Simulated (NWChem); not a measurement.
System: C2H8BN; SMILES CB(C)N

```xyz
12

B      0.0000     0.0000     0.0521
C      1.3832     0.0000    -0.7302
H      1.4593     0.8759    -1.3899
H      1.4593    -0.8759    -1.3899
H      2.2673     0.0000    -0.0795
C     -1.3832     0.0000    -0.7302
H     -1.4593     0.8759    -1.3899
H     -2.2673     0.0000    -0.0795
H     -1.4593    -0.8759    -1.3899
N      0.0000     0.0000     1.4567
H     -0.8454     0.0000     2.0118
H      0.8454     0.0000     2.0118
```
Atoms are numbered in this order, from 1.

Computed with NWChem. Structure relaxed at the B3LYP/6-31G* (spherical d) level. Total energies of different functionals are on different scales.

```csv
level,energy (Ha),highest occupied level (eV),orbital gap (eV),dipole (D)
PBE/def2-TZVP,-160.5247,___,___,1.32
B3LYP/def2-TZVP,-160.7717,-7.82,8.31,1.29
CAM-B3LYP/def2-TZVP,-160.6667,-9.51,11.02,1.27
PW6B95/def2-TZVP,-160.9619,-8.19,8.92,1.31
BLYP/def2-TZVP,-160.6695,-6.56,6.60,1.33
```

Problem. Fill in the missing entries.

Solution. 
- PBE/def2-TZVP, highest occupied level (eV): -6.68
- PBE/def2-TZVP, orbital gap (eV): 6.76
